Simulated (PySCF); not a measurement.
Cl₃Tl, SMILES [Tl]([Cl])([Cl])[Cl].

Geometry optimised at B3LYP-D3(BJ)/def2-SVP. The def2 effective core potentials stand for the cores of Tl; spin–orbit coupling is left out.

Two levels are set side by side: TDDFT-PBE/def2-SVPD (PySCF) and TDDFT-CAM-B3LYP/def2-SVPD (PySCF). Vertical, same geometry. The lowest singlet is HOMO→LUMO 100 % with PBE and HOMO−2→LUMO 98 % with the other functional; states are paired by order. Differences are taken from unrounded values.

| quantity | TDDFT-CAM-B3LYP | TDDFT-PBE | TDDFT-PBE minus TDDFT-CAM-B3LYP |
|---|---|---|---|
| lowest singlet excitation (eV) | 3.92 | 2.98 | -0.95 |
| lowest triplet excitation (TDA) (eV) | 3.36 | 2.63 | -0.73 |
| first bright state (f over 0.05) (eV) | 5.80 | 5.10 | -0.71 |
| its oscillator strength | 0.22 | 0.10 | -0.12 |

A lower first singlet is the usual sign of a functional without exact exchange. Differences between two approximate levels are no errors against the true value.

Rough cost on one machine, each run with all the roots and properties that it gave: TDDFT-CAM-B3LYP against TDDFT-PBE about 5 times.
